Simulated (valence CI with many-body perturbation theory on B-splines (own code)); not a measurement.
## From CI to CI+MBPT in Yb³⁰⁺

Computed by valence CI with perturbative core correlation (CI+MBPT): four valence electrons over a frozen Dirac-Fock core [Kr], radial functions for each j: 9 s, 9 p, 10 d, 8 f, 5 g, 3 h, 1 i, with the one-electron correlation potential Σ1, the two-electron term Σ2, the three-electron term Σ3, Breit, model QED; selected CI, second order for the rest (own B-spline code, finite nucleus).

The last digits are not significant, and no measured levels were compared; by estimate large intervals hold to a few tenths of a per cent, small ones and those within an open d or f shell to about a per cent. Only levels of the ground parity were solved; by the run's estimate the other parity begins above the list, which can be wrong where configurations are misplaced.

Each rung adds one term. CI alone is the Dirac-Coulomb CI over the frozen core; QED comes last and gives the full result, which names the levels. Energies are above (4d3/2^4) J=0 on the same rung, in cm⁻¹.

Levels are named by their leading jj configuration (3d3/2^4 stands for four electrons in 3d with j = 3/2), which in mixed levels can hold well under half, so a name can repeat and another be missing. Letters in brackets count levels of one name in rising energy.

```tsv
Level	CI alone	Σ1	Σ2	Σ3	Breit	QED	Full
(4d3/2^3 4d5/2) J=1	80487	+634	+135	+714	-2312	+285	79944
(4d3/2^3 4d5/2) J=2	116675	+761	-1005	+327	-2955	+332	114135
(4d3/2^3 4d5/2) J=4	120902	+677	-2453	-291	-3045	+285	116077
(4d3/2^3 4d5/2) J=3	129700	+750	-1990	-172	-2963	+320	125644
(4d3/2^2 4d5/2^2) J=0 [a]	188568	+1240	+848	+51	-4375	+556	186888
(4d3/2^2 4d5/2^2) J=2 [a]	198108	+1166	-1103	+189	-4264	+518	194614
(4d3/2^2 4d5/2^2) J=4 [a]	199497	+1297	-1612	+409	-5216	+570	194945
(4d3/2^2 4d5/2^2) J=3 [a]	204703	+1261	-2057	-19	-4770	+554	199672
(4d3/2^2 4d5/2^2) J=5	220921	+1309	-3810	-155	-5505	+561	213320
(4d3/2^2 4d5/2^2) J=1	225150	+1308	-1094	-86	-4770	+574	221082
(4d3/2^2 4d5/2^2) J=6	232291	+1337	-4841	-150	-6031	+565	223172
(4d3/2^2 4d5/2^2) J=4 [b]	243353	+1327	-3610	-1172	-5444	+570	235024
(4d3/2^2 4d5/2^2) J=3 [b]	242951	+1274	-3715	-798	-4962	+552	235302
(4d3/2^2 4d5/2^2) J=2 [b]	244730	+1310	-2797	-570	-5056	+571	238188
(4d3/2^2 4d5/2^2) J=2 [c]	276477	+1317	-198	-930	-4798	+578	272446
(4d3/2^2 4d5/2^2) J=4 [c]	286996	+1515	-3285	-631	-5717	+647	279524
(4d3/2 4d5/2^3) J=3 [a]	313262	+1868	-686	-379	-6907	+832	307990
(4d3/2 4d5/2^3) J=4 [a]	317264	+1710	-2298	-922	-6650	+766	309869
(4d3/2^2 4d5/2^2) J=2 [d]	320539	+1410	-3400	-1657	-5076	+612	312428
```

The middle columns are the shifts that each term adds.

(1) How does the ionisation energy move along the ladder, and which term matters most?

Answers

(1) CI alone 1172.4, + Σ1 1175.1, + Σ2 1177.4, + Σ3 1177.4, + Breit 1176.7, + QED 1176.8 eV. The largest step is Σ1, 2.6 eV. NIST lists 1175 ± 4 eV (theoretical).
